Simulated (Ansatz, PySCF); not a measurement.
Energy difference R1 → P1 + P2, each structure at its B3LYP-D3(BJ)/def2-TZVP stationary point, reached from a drawn start (curvature not checked).
R1, H6Mo (SMILES [MoH6]) (charge 0, multiplicity 1):
```xyz
7

Mo     0.0006    -0.0011     0.4280
H      1.6586    -0.0064     0.7485
H     -0.8241     1.4358     0.7555
H     -0.8317    -1.4354     0.7478
H      0.9675    -0.0002    -0.8946
H     -0.4834     0.8422    -0.8905
H     -0.4877    -0.8349    -0.8948
```
P1, H4Mo (SMILES [MoH4]) (charge 0, multiplicity 3):
```xyz
5

Mo     0.000     0.000     0.000
H      0.984     0.965     0.984
H      0.971    -0.983    -0.979
H     -0.966     0.990    -0.977
H     -0.989    -0.972     0.971
```
P2, H2 (SMILES [H][H]) (charge 0, multiplicity 1):
```xyz
2

H      0.00000     0.00000     0.37199
H      0.00000     0.00000    -0.37199
```

P less R. No zero-point or thermal terms; singlets are restricted closed shells; open shells are unrestricted; no spin–orbit coupling. The spin states of the d-block species are the ones drawn and need not be the lowest.

Correlated levels freeze the cores.

Programs: Ansatz (Gaussian basis) for Hartree–Fock, density functionals and correlated methods; PySCF for the D3/D4 terms. No computed number here is a measurement. Elements past Kr take the def2 small-core potentials, without spin–orbit coupling.

| level | reaction energy (kJ/mol) |
|---|---|
| HF/def2-SVP | -172.9 |
| r2SCAN-D3(BJ)/def2-TZVPP | 54.0 |
| B3LYP-D3(BJ)/def2-TZVPP | 37.8 |
| PBE0-D3(BJ)/def2-TZVPP | 54.4 |
| PBE0-D4/def2-TZVPP | 53.9 |
| MP2/def2-TZVPP | 89.8 |
| SCS-MP2/def2-QZVPP | 88.1 |
| CCSD/def2-SVP | (withheld) |
| CCSD(T)/def2-SVP | (withheld) |

Complete the blanks.


- CCSD/def2-SVP, reaction energy (kJ/mol): 6.3
- CCSD(T)/def2-SVP, reaction energy (kJ/mol): 23.2

Ansatz is a quantum-chemistry and plane-wave program.
